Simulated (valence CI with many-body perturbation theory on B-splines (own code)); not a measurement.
# E1 line list for As

Level of theory: relativistic CI+MBPT: five valence electrons over a frozen Dirac-Fock core [Ar] 3d10, radial functions for each j: 10 s, 10 p, 9 d, 7 f, 4 g, 2 h, with the one-electron correlation potential Σ1, the two-electron term Σ2, the three-electron term Σ3, Breit, model QED; selected CI, second order for the rest, scaled by the run's own slope (own B-spline code, finite nucleus).

Set against measurement, 11 paired levels are off by 73 cm⁻¹ on average, the worst by 115. These come from a selection out of the NIST Handbook of Basic Atomic Spectroscopic Data. Levels without a partner in it may be off by more. Among the levels kept, up to 860 cm⁻¹ of a level comes from second order outside the variational space, and about a tenth of that is noise between levels of different J, which matters for small intervals.

Lines 101 to 150 of 266 in falling wavelength, among levels below 69917 cm⁻¹, chosen from the strongest by gf and those to the six lowest levels. Wavelengths and rates use the calculated energies, so an error of 70 cm⁻¹ moves a line at 1342 nm by 0.94 % and its rate by three times that or more. Electric multipoles are in the length gauge, E1 and E2 with the static RPA response of the core. Weak lines are less certain than strong ones. Lines between different terms over intervals too small for the method are left out, as are lines whose strength nearly cancels. The highest levels of a list are the least certain.

Names give the largest LS component (configuration and term), which can be under half, so a name can repeat, a term be missing and a line seem to break the LS rules; names also repeat where a configuration has a term twice. Letters in brackets count levels of one name in rising energy.

```tsv
λ vac (nm)	Upper	Lower	A (s⁻¹)	S (a.u.)
1342	4s²4p²6s ²P_1/2	4s²4p²5p ⁴D°_1/2	3.26e+06	7.78e+00
1319	4s²4p²6s ⁴P_5/2	4s²4p²5p ⁴D°_5/2	4.15e+05	2.82e+00
1316	4s²4p²6s ²P_3/2	4s²4p²5p ⁴P°_3/2	5.38e+05	2.42e+00
1316	4s²4p²5p ⁴D°_1/2	4s²4p²5s ²P_1/2	3.07e+06	6.89e+00
1311	4s²4p²4d ⁴P_5/2 [b]	4s²4p²5p ⁴P°_3/2	4.60e+06	3.07e+01
1298	4s²4p²6s ⁴P_3/2	4s²4p²5p ²S°_1/2	3.05e+05	1.32e+00
1290	4s²4p²5p ⁴P°_1/2	4s²4p²5s ²P_3/2	7.25e+05	1.54e+00
1264	4s²4p²5p ²D°_3/2	4s²4p²5s ²P_3/2	9.90e+05	3.95e+00
1254	4s²4p²4d ⁴P_5/2 [b]	4s²4p²5p ⁴D°_5/2	6.41e+05	3.74e+00
1236	4s²4p²6s ²P_1/2	4s²4p²5p ²S°_1/2	1.97e+06	3.66e+00
1230	4s²4p²4d ²D_3/2	4s²4p²5p ²S°_1/2	3.04e+05	1.12e+00
1158	4s²4p²5p ⁴P°_5/2	4s²4p²5s ²P_3/2	3.30e+06	1.52e+01
1146	4s²4p²5p ⁴D°_5/2	4s²4p²5s ⁴P_5/2	8.11e+05	3.62e+00
1137	4s²4p²4d ⁴P_5/2 [b]	4s²4p²5p ⁴D°_3/2	1.81e+06	7.88e+00
1132	4s²4p²6s ²P_3/2	4s²4p²5p ⁴D°_1/2	8.46e+05	2.43e+00
1132	4s²4p²5p ⁴P°_3/2	4s²4p²5s ²P_1/2	1.87e+06	5.34e+00
1115	4s²4p²6p ⁴D°_3/2	4s²4p²5s ²D_3/2	2.48e+06	6.78e+00
1114	4s²4p²6p ⁴D°_3/2	4s²4p²5s ²D_5/2	9.09e+05	2.48e+00
1096	4s²4p²5p ⁴D°_1/2	4s²4p²5s ⁴P_3/2	4.27e+06	5.55e+00
1087	4s²4p²5p ⁴D°_3/2	4s²4p²5s ⁴P_3/2	3.38e+06	8.58e+00
1086	4s²4p²5p ⁴P°_1/2	4s²4p²5s ²P_1/2	2.73e+06	3.46e+00
1068	4s²4p²5p ²D°_3/2	4s²4p²5s ²P_1/2	1.83e+07	4.41e+01
1065	4s²4p²5p ²S°_1/2	4s²4p²5s ⁴P_1/2	1.10e+07	1.31e+01
1055	4s²4p²6s ²P_3/2	4s²4p²5p ²S°_1/2	2.43e+06	5.64e+00
1050	4s²4p²5p ²D°_5/2	4s²4p²5s ²P_3/2	1.88e+07	6.44e+01
1032	4s²4p²5p ²P°_1/2	4s²4p²5s ²P_3/2	1.21e+07	1.31e+01
1009	4s²4p²5p ⁴D°_7/2	4s²4p²5s ⁴P_5/2	2.47e+07	1.00e+02
998.9	4s²4p²5p ⁴D°_5/2	4s²4p²5s ⁴P_3/2	2.42e+07	7.15e+01
997.1	4s²4p²5p ⁴D°_1/2	4s²4p²5s ⁴P_1/2	1.11e+07	1.09e+01
995.5	4s²4p²5p ²P°_3/2	4s²4p²5s ²P_3/2	2.07e+07	4.04e+01
990.2	4s²4p²5p ⁴D°_3/2	4s²4p²5s ⁴P_1/2	2.15e+07	4.13e+01
968.4	4s²4p²5p ⁴P°_5/2	4s²4p²5s ⁴P_5/2	2.08e+07	5.59e+01
965.3	4s²4p²5p ⁴P°_3/2	4s²4p²5s ⁴P_3/2	2.11e+07	3.75e+01
936.0	4s²4p²5p ⁴S°_3/2	4s²4p²5s ⁴P_5/2	3.04e+07	4.92e+01
931.9	4s²4p²5p ⁴P°_1/2	4s²4p²5s ⁴P_3/2	2.18e+07	1.74e+01
918.5	4s²4p²5p ²D°_3/2	4s²4p²5s ⁴P_3/2	2.76e+06	4.22e+00
897.5	4s²4p²5p ²P°_1/2	4s²4p²5s ²P_1/2	1.04e+07	7.42e+00
892.1	4s²4p²5p ²D°_5/2	4s²4p²5s ⁴P_5/2	5.33e+06	1.12e+01
887.9	4s²4p²5p ⁴P°_3/2	4s²4p²5s ⁴P_1/2	4.79e+06	6.62e+00
869.7	4s²4p²5p ²P°_3/2	4s²4p²5s ²P_1/2	1.91e+06	2.48e+00
861.0	4s²4p²5p ⁴P°_5/2	4s²4p²5s ⁴P_3/2	9.32e+05	1.76e+00
859.6	4s²4p²5p ⁴P°_1/2	4s²4p²5s ⁴P_1/2	1.81e+06	1.13e+00
848.2	4s²4p²5p ²D°_3/2	4s²4p²5s ⁴P_1/2	1.23e+06	1.48e+00
835.2	4s²4p²5p ⁴S°_3/2	4s²4p²5s ⁴P_3/2	7.27e+05	8.36e-01
800.2	4s²4p²5p ²D°_5/2	4s²4p²5s ⁴P_3/2	4.70e+05	7.13e-01
776.7	4s²4p²5p ⁴S°_3/2	4s²4p²5s ⁴P_1/2	2.86e+03	2.64e-03
736.9	4s²4p²5p ²P°_1/2	4s²4p²5s ⁴P_1/2	2.16e+04	8.51e-03
718.1	4s²4p²5p ²P°_3/2	4s²4p²5s ⁴P_1/2	5.03e+03	3.68e-03
525.1	4s²4p²6p ⁴D°_1/2	4s²4p²5s ⁴P_1/2	8.02e+05	1.15e-01
523.3	4s²4p²6p ⁴D°_3/2	4s²4p²5s ⁴P_1/2	1.02e+06	2.90e-01
```
